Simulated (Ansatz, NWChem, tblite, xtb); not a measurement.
## SiH2IF (SMILES F[SiH2]I): methods side by side

The species is SiH2IF (5 atoms), meant as a singlet with charge 0. SMILES: `F[SiH2]I`. Geometry: relaxed at PBE0-D4/def2-TZVP.

Quantity: the dipole moment, in D. The values are calculated.

```tsv
level	kind	program	value (D)	CPU time
GFN1-xTB	semi-empirical	tblite	1.00	under 2 s
GFN2-xTB	semi-empirical	xtb	4.41	under 2 s
GFN0-xTB	semi-empirical	xtb	2.08	under 2 s
HF/def2-SVP (core potential)	Hartree–Fock	NWChem	1.63	14 s
SVWN5/def2-SVP (core potential)	LDA	Ansatz	1.23	4.6 s
PBE0/def2-SVP (core potential)	global hybrid	Ansatz	1.33	8.2 s
MP2/def2-SVP (core potential)	perturbation theory	Ansatz	1.34	6 s
```

The values span 1.00 to 4.41 D. In the correlated wave-function rows the outer d shell of I is correlated, in sets not made for it. Magnitudes only: a small dipole may point the other way at some levels. CPU times are rough (shared hosts, several kinds of processor): they show what a rung costs within a factor of a few.
